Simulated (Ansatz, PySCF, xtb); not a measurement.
Potential energy curve for SeNa (cation, charge +1), lowest triplet found (which spin is the ground state isn't settled by this scan).

Levels: UKS-B3LYP/6-31G* = unrestricted B3LYP/6-31G*, spherical d (PySCF 2.14.0); GFN1-xTB (xtb); UHF/STO-3G = unrestricted Hartree-Fock/STO-3G (PySCF 2.14.0); FCI = full CI/aug-cc-pVDZ, cores with 3d frozen (Ansatz, a first-principles code).

Energies relative to the lowest point of each curve between 2.47 and 3.60 Å, where full CI is lowest, in kJ/mol; the last columns give the difference from FCI:

| R / Å | UKS-B3LYP/6-31G* | GFN1-xTB | UHF/STO-3G | FCI | UKS-B3LYP/6-31G* − FCI | GFN1-xTB − FCI | UHF/STO-3G − FCI |
|---|---|---|---|---|---|---|---|
| 2.06 | 217.4 | 157.1 | 195.6 | 255.8 | -38.5 | -98.8 | -60.2 |
| 2.25 | 101.8 | 49.1 | 68.4 | 125.3 | -23.5 | -76.2 | -56.9 |
| 2.39 | 54.2 | 19.0 | 22.7 | 69.8 | -15.6 | -50.8 | -47.1 |
| 2.47 | 36.1 | 10.2 | 8.8 | 48.4 | -12.2 | -38.1 | -39.5 |
| 2.58 | 19.0 | 3.6 | 0.0 | 27.5 | -8.5 | -23.9 | -27.5 |
| 2.73 | 5.9 | 0.2 | 0.9 | 10.7 | -4.8 | -10.5 | -9.8 |
| 2.82 | 2.1 | 0.0 | 6.0 | 5.1 | -3.0 | -5.1 | 0.9 |
| 2.86 | 1.0 | 0.2 | 8.9 | 3.4 | -2.3 | -3.2 | 5.5 |
| 3.00 | 0.0 | 2.2 | 20.8 | 0.3 | -0.3 | 1.9 | 20.5 |
| 3.07 | 0.6 | 3.8 | 27.2 | 0.0 | 0.6 | 3.8 | 27.2 |
| 3.21 | 3.2 | 7.9 | 39.7 | 1.1 | 2.1 | 6.8 | 38.5 |
| 3.39 | 8.3 | 14.2 | 53.5 | 4.6 | 3.7 | 9.6 | 48.9 |
| 3.60 | 15.2 | 21.8 | 65.5 | 10.0 | 5.1 | 11.8 | 55.5 |
| 3.85 | 23.3 | 30.2 | 74.6 | 16.8 | 6.4 | 13.4 | 57.8 |
| 4.18 | 32.5 | 40.4 | 81.0 | 25.0 | 7.5 | 15.5 | 56.0 |
| 4.60 | 41.3 | 52.2 | 84.7 | 33.0 | 8.3 | 19.2 | 51.7 |
| 5.08 | 47.9 | 63.3 | 86.8 | 39.3 | 8.6 | 24.0 | 47.5 |
| 5.64 | 52.5 | 72.6 | 88.4 | 44.0 | 8.6 | 28.6 | 44.4 |
| 6.24 | 55.5 | 78.5 | 89.4 | 46.9 | 8.5 | 31.6 | 42.5 |
| 7.20 | 58.2 | 82.6 | 90.5 | 49.7 | 8.5 | 32.9 | 40.8 |
| 8.33 | 59.7 | — | 91.2 | 51.3 | 8.4 | — | 39.9 |
| 9.74 | 60.6 | — | 91.7 | 52.3 | 8.3 | — | 39.4 |

UKS-B3LYP/6-31G* is furthest from FCI at 2.06 (-38.5 kJ/mol, below); its mean absolute difference over the points is 8.8 kJ/mol.

GFN1-xTB is furthest from FCI at 2.06 (-98.8 kJ/mol, below); its mean absolute difference over the points is 25.3 kJ/mol.

UHF/STO-3G is furthest from FCI at 2.06 (-60.2 kJ/mol, below); its mean absolute difference over the points is 39.0 kJ/mol.

A dash means that the run gave no value there, or that the column was ended at a point which the program doubted or which failed a test of continuity chosen for this set; such a test can also cut sound points.
